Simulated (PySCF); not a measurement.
CH7GeN. Atoms are numbered in the order given.

```xyz
10

Ge     0.3528    -0.0369     0.0000
C     -0.6623     1.6381     0.0000
N     -0.6693    -1.5687     0.0000
H      1.2312    -0.1062    -1.2654
H      1.2312    -0.1062     1.2654
H     -1.3021     1.7043     0.8926
H     -1.3021     1.7043    -0.8926
H      0.0221     2.5002     0.0000
H     -1.2556    -1.6812     0.8231
H     -1.2556    -1.6812    -0.8231
```
Charge 0, spin multiplicity 1.

Geometry: PBE0-D3(BJ)/def2-SVP. The structure was generated by enumeration, and PubChem lists no compound with its InChIKey, so it may never have been made. The values are those of a single conformer.

The numbers are results of CAM-B3LYP/def2-TZVPD (PySCF), not measurements.

Symmetry labels are those of the subgroup Cs that the program uses (full group Cs).

Computed valence orbital energies around the gap with their symmetry:
| orbital | symmetry | energy (eV) |
|---|---|---|
| HOMO−7 | A' | -16.45 |
| HOMO−6 | A" | -14.75 |
| HOMO−5 | A' | -12.93 |
| HOMO−4 | A" | -12.90 |
| HOMO−3 | A' | -11.73 |
| HOMO−2 | A' | -10.55 |
| HOMO−1 | A" | -10.51 |
| HOMO | A' | -8.55 |
| LUMO | A' | 0.75 |
| LUMO+1 | A' | 1.24 |
| LUMO+2 | A' | 1.61 |
| LUMO+3 | A' | 2.24 |
